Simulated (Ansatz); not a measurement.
C2H5N, SMILES `C[C]N` (lower singlet) (charge 0, multiplicity 1). This singlet lies 1.64 eV below the relaxed triplet at the level frozen-core CCSD(T)/cc-pVTZ // B3LYP-D3(BJ)/def2-TZVP (Ansatz, an electronic-structure program).

Z-matrix (Å, degrees):
```
C
N 1 1.3035
H 2 1.0096 1 120.57
H 2 1.0275 3 115.20 1 -179.99
C 1 1.4922 2 112.02 3 179.98
H 5 1.0931 1 108.73 2 122.78
H 5 1.0931 6 105.52 1 -116.51
H 5 1.1055 6 108.95 7 -116.85
```
Charge 0, spin multiplicity 1.

**Question.** Give the natural occupations of the active orbitals, the CASSCF energy and the corrected energy for frozen-core fic-MRCISD+Q@CASSCF(6e,6o)/cc-pVTZ // B3LYP-D3(BJ)/def2-TZVP run with Ansatz.

**Answer.** 
```
Quantity                                             Result
-----------------------  ----------------------------------
natural occupations      1.98, 1.98, 1.97, 0.03, 0.02, 0.02
CASSCF energy                                  -133.1541 Ha
corrected energy                               -133.6526 Ha
weight of the reference                               0.887
```
